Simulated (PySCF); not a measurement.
Identify the unknown among the candidates.

All candidates are C5H4O2S.

| technique | computed result |
| --- | --- |
| 13C NMR | chemical shifts (computed TMS as zero) by class: 166.1 (1 C), 142.6 (1 C), 139.4 (1 C), 137.1 (1 C), 133.9 (1 C) ppm [GIAO B97-2/pcSseg-2] |
| Valence photoelectron | vertical ionisation energy: 9.35 eV [ΔSCF CAM-B3LYP/def2-SVPD] |
| NMR, other nuclei | isotropic shieldings of nuclei other than C and H, by class: -64 (1 O), 134 (1 O), 249 (1 S) ppm [GIAO B97-2/pcSseg-2] |
| UV, first state | lowest singlet excitation: 5.37 eV (231 nm, f = 0.026) [TDDFT CAM-B3LYP/def2-SVPD] |
| UV, strongest line | among the 10 lowest singlet transitions: S5 at 6.60 eV (188 nm, f = 0.343) [TDDFT CAM-B3LYP/def2-SVPD] |
| 1H NMR | chemical shifts (computed TMS as zero) by class: 8.20 (1 H), 7.96 (1 H), 7.27 (1 H), 5.75 (1 H) ppm [GIAO B97-2/pcSseg-2] |
| Triplet | lowest triplet excitation (Tamm–Dancoff): 3.63 eV [TDA CAM-B3LYP/def2-SVPD] |
| Rotational structure | rotational constants A, B, C: 4.495, 1.175, 0.931 GHz [PBE0-D3(BJ)/def2-SVP] |
| Dipole | 1.78 D [CAM-B3LYP/def2-SVPD] |

The electronic properties come from PySCF, for the isolated species, density fitting. Levels stand in brackets. Geometry: PBE0-D3(BJ)/def2-SVP, one conformer, isolated molecule. Each NMR value is the plain mean over a class of atoms that symmetry, rotation or inversion makes alike.

Problem. Which candidate is it?
A. `O=C(O)c1ccsc1`
B. `O=c1ccsc(O)c1`
C. `O=C(O)c1cccs1`

Solution. A. It is `O=C(O)c1ccsc1`. Numbering: `[O:1]=[C:2]([OH:3])[c:4]1[cH:5][cH:6][s:7][cH:8]1`. Its formula, C5H4O2S, gives 4 degrees of unsaturation: 1 ring and 3 π bonds in the structure found (Kekulé form). 5 carbons fall into 5 classes; from least to most shielded: carboxylic acid carbon [C2] (166.1 ppm), aromatic CH next to a ring sulfur [C8] (142.6 ppm), substituted aromatic carbon [C4] (139.4 ppm), aromatic CH carbon [C5] (137.1 ppm), aromatic CH next to a ring sulfur [C6] (133.9 ppm). Hydrogen classes from least to most shielded: 1 H on an aromatic CH next to a ring sulfur, C8 (8.20 ppm), 1 H on an aromatic CH carbon, C5 (7.96 ppm), 1 H on an aromatic CH next to a ring sulfur, C6 (7.27 ppm), 1 H on an acid hydroxyl oxygen, O3 (5.75 ppm). The other shieldings belong to: -64 ppm, acid carbonyl oxygen [O1]; 134 ppm, acid hydroxyl oxygen [O3]; 249 ppm, thiophene-type sulfur [S7]. S1 is mainly HOMO→LUMO (weight 0.79); the largest Löwdin shares of the orbital it empties are 0.29 on an aromatic CH next to a ring sulfur, 0.26 on an aromatic CH next to a ring sulfur, 0.16 on the aromatic CH carbon and 0.14 on the substituted aromatic carbon, of the orbital it fills 0.25 on an aromatic CH next to a ring sulfur, 0.18 on the thiophene-type sulfur, 0.14 on the carboxylic acid carbon and 0.14 on the substituted aromatic carbon. The optimised geometry has point group Cs and is an asymmetric top.

The others, at the same levels:
- `O=c1ccsc(O)c1` fails: its computed lowest singlet excitation is 4.15 eV (299 nm, f = 0.000) (against 5.37 eV), rotational constant A is 2.920 GHz (against 4.495 GHz) and smallest rotational constant is 1.039 GHz (against 0.931 GHz).
- `O=C(O)c1cccs1` fails: its computed lowest singlet excitation is 5.08 eV (244 nm, f = 0.216) (against 5.37 eV), lowest triplet excitation (Tamm–Dancoff) is 3.34 eV (against 3.63 eV) and rotational constant A is 3.761 GHz (against 4.495 GHz).

Each candidate is one conformer, not necessarily the lowest. Dipoles, sizes and rotational constants follow the conformer. The torsions of the flexible species, by atom-mapped SMILES:
- `[O:1]=[C:2]([OH:3])[c:4]1[cH:5][cH:6][s:7][cH:8]1`: O1–C2–C4–C5 0°, H–O3–C2–O1 0°
- `[O:1]=[c:2]1[cH:3][cH:4][s:5][c:6]([OH:7])[cH:8]1`: H–O7–C6–S5 180°
- `[O:1]=[C:2]([OH:3])[c:4]1[cH:5][cH:6][cH:7][s:8]1`: O1–C2–C4–C5 0°, H–O3–C2–O1 0°
